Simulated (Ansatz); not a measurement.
Two isomers of C2H2Se: A = `C=C=[Se]`, B = `C#C[SeH]`.

Program: Ansatz. Geometries: PBE0-D4/def2-TZVP. ΔE: electronic, gas phase. CBS: MP2 limit from def2 TZ/QZ plus the TZ coupled-cluster correction, frozen cores. Functionals use def2-TZVPP. For Se outer-core shells are correlated without core-valence functions, which leaves a few kJ/mol of doubt a bond. Scalar relativity is left out up to krypton. Each species was taken in one conformer, which may not be the lowest.

A:

```xyz
5

C    -0.280    0.217    0.530
C     0.291   -0.226   -0.552
Se    1.035   -0.802   -1.961
H     0.270    0.275    1.463
H    -1.317    0.535    0.519
```

B:

```xyz
5

C     1.148   -0.256    0.565
C     0.040    0.074    0.232
Se   -1.655    0.633   -0.137
H     2.131   -0.553    0.849
H    -1.664    0.103   -1.509
```

**Question.** Which is lower in electronic energy at CCSD(T)/CBS, and by how much? (An estimate is asked.)

**Answer.** Computed: A, by 13.4 kcal/mol.

**Question.** Give E(B) − E(A) in kcal/mol with CCSD/def2-TZVPP, B2PLYP, r2SCAN-D4, ωB97M-V, CCSD(T)/def2-TZVPP, LDA (SPW92), BLYP-D4. (An estimate is asked.)

**Answer.** The calculation gave: CCSD/def2-TZVPP 11.2, B2PLYP 14.9, r2SCAN-D4 18.5, ωB97M-V 13.0, CCSD(T)/def2-TZVPP 12.8, LDA (SPW92) 18.8, BLYP-D4 18.1. None reverses the order clearly.

**Question.** Does the order hold for the free energy at 298.15 K (harmonic terms from PBE0-D4)? (Estimate.)

**Answer.** The calculation gave: Yes: G(B) − G(A) = +11.1 kcal/mol, for one conformer each.

Largest T1 diagnostic: 0.016.

From r2SCAN to r2SCAN0 (25 % exact exchange), in def2-TZVPP and without D4, E(B) − E(A) moves by −2.1 kcal/mol. In def2-TZVPP, CCSD(T) changes the Hartree–Fock value by +3.3 kcal/mol (the triples alone add +1.6 kcal/mol) and MP2 by +2.4 kcal/mol.
